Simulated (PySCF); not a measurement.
Working with the constants of GeC

ROHF-MP2 constants of GeC, ³Π (triplet), unpaired electrons σ ↑, π ↑ (basis Ge aug-cc-pVDZ-PP with ECP10, C aug-cc-pVDZ; scalar-relativistic core potentials; PySCF 2.14; masses 73.9212 and 12.0000 u):

```
ωe              : 845.6 cm⁻¹
ωexe            : 1.1 cm⁻¹
Be              : 0.49477 cm⁻¹
αe              : 0.00223 cm⁻¹
D (centrifugal) : 6.78e-07 cm⁻¹
De to Ge + C    : 3.40 eV
```

Problem. Give the vibrational terms G(v) and spacings up to v = 6.

Solution. G(v) = ωe(v+½) − ωexe(v+½)².

```tsv
v	G(v) (cm⁻¹)	G(v) − G(v−1)	Bv (cm⁻¹)
0	423		0.4937
1	1266	843	0.4914
2	2107	841	0.4892
3	2946	839	0.4870
4	3783	837	0.4847
5	4618	835	0.4825
6	5450	832	0.4803
```

Correlated steps freeze 5 core orbitals. Correlated levels converge slowly with the basis: in double zeta they bind strong bonds too weakly, by up to about 1 eV, and carry superposition errors of some tenths. Spin–orbit coupling is left out. The state was picked by a PBE0 search and need not be the measured ground state.
